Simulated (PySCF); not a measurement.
A PySCF script (with the pyscf-properties extension) for the NMR shieldings of SMILES [C@H]1(C=O)[SiH2]C=CS1, C₄H₆OSSi, on a GFN2-xTB geometry:

```python
import basis_set_exchange as bse
import numpy as np
from pyscf import gto, dft
from pyscf.prop import nmr

atoms = """
O    -3.058230    0.098880   -0.104783
C    -2.008159    0.437453   -0.583040
C    -0.746999    0.575616    0.166179
Si    0.149339   -1.158913    0.173747
C     1.698224   -0.521178   -0.649585
C     1.703690    0.779821   -0.958868
S     0.348956    1.805959   -0.603714
H    -1.904377    0.627869   -1.669621
H    -0.942225    0.888259    1.190433
H    -0.612805   -2.119911   -0.622215
H     0.289632   -1.587353    1.566097
H     2.560249   -1.126238   -0.877940
H     2.518315    1.300222   -1.437378
"""
names = dict.fromkeys(["O", "C", "Si", "S", "H"], "pcSseg-1")
basis = {el: gto.basis.parse(bse.get_basis(n, elements=[el], fmt="nwchem")) for el, n in names.items()}
mol = gto.M(atom=atoms, basis=basis, charge=0, verbose=0)
mf = dft.RKS(mol, xc="PBE0")
mf.grids.level = 2
mf.grids.alignment = dft.numint.BLKSIZE   # the property module wants whole blocks of grid points
mf.conv_tol = 1e-9
mf.kernel()

calc = nmr.RKS(mf)   # GIAO
C = mf.mo_coeff
Co = C[:, mf.mo_occ > 0]
resp = mf.gen_response(singlet=True, hermi=2)
def vind(x):   # induced exchange potential for any number of trial vectors
    d = np.einsum("pi,xij,qj->xpq", C, 2 * x.reshape(-1, C.shape[1], Co.shape[1]), Co, optimize=True)
    return np.einsum("xpq,pi,qj->xij", resp(d - d.transpose(0, 2, 1)), C, Co, optimize=True).ravel()
mo1, _ = nmr.rhf.solve_mo1(calc, with_cphf=vind)
sigma = calc.kernel(mo1)
for i, s in enumerate(sigma):   # ppm
    w = np.linalg.eigvalsh((s + s.T) / 2)
    print("%2d %-2s iso %8.1f  s11 %8.1f  s22 %8.1f  s33 %8.1f" % (i, mol.atom_pure_symbol(i), w.mean(), *w))
```

Question: What are the results?

Answer: 
```
 0 O  iso   -332.7  s11   -909.0  s22   -421.8  s33    332.7
 1 C  iso    -17.5  s11   -109.3  s22    -20.7  s33     77.5
 2 C  iso    140.7  s11    121.8  s22    139.2  s33    161.0
 3 Si iso    358.4  s11    260.4  s22    380.2  s33    434.7
 4 C  iso     71.8  s11    -26.0  s22     81.7  s33    159.7
 5 C  iso     24.1  s11    -86.7  s22     32.4  s33    126.6
 6 S  iso    390.8  s11    208.9  s22    285.0  s33    678.5
 7 H  iso     22.0  s11     19.4  s22     20.4  s33     26.1
 8 H  iso     27.9  s11     23.1  s22     27.0  s33     33.6
 9 H  iso     26.7  s11     23.4  s22     25.0  s33     31.7
10 H  iso     26.4  s11     22.7  s22     24.5  s33     32.1
11 H  iso     26.2  s11     24.5  s22     24.7  s33     29.3
12 H  iso     24.5  s11     22.7  s22     25.2  s33     25.7
```

These numbers come from an equivalent density-fitted implementation of the same equations, which agrees with the script to about 0.01 ppm for H and up to a few tenths of a ppm for heavy atoms, so last digits may differ.

Question: Turn these shieldings into chemical shifts. Referencing at the same level of theory: ¹⁷O (336.08 ppm) vs H2O; ¹³C (186.93 ppm), ²⁹Si (349.16 ppm), ¹H (31.72 ppm) against TMS; CS2 for ³³S (503.73 ppm).

Answer: Averaging equivalent atoms: O 0: 668.8; C 1: 204.4; C 5: 162.8; C 4: 115.1; C 2: 46.3; Si 3: -9.3; S 6: 113; H 7: 9.74; H 12: 7.17; H 11: 5.54; H 10: 5.30; H 9: 5.03; H 8: 3.80 ppm. Unscaled 17O shifts of doubly bonded oxygen tend to come out too high, by tens of ppm or more. Experimental scales use liquid or dissolved standards, which lie at an offset from isolated H2O (liquid H2O: subtract about 36 ppm).

Size and cost of the density-fitted run: 163 basis functions, 20 s wall time on 1 thread of an Arm Neoverse V2, shared host; peak memory 0.73 GiB.
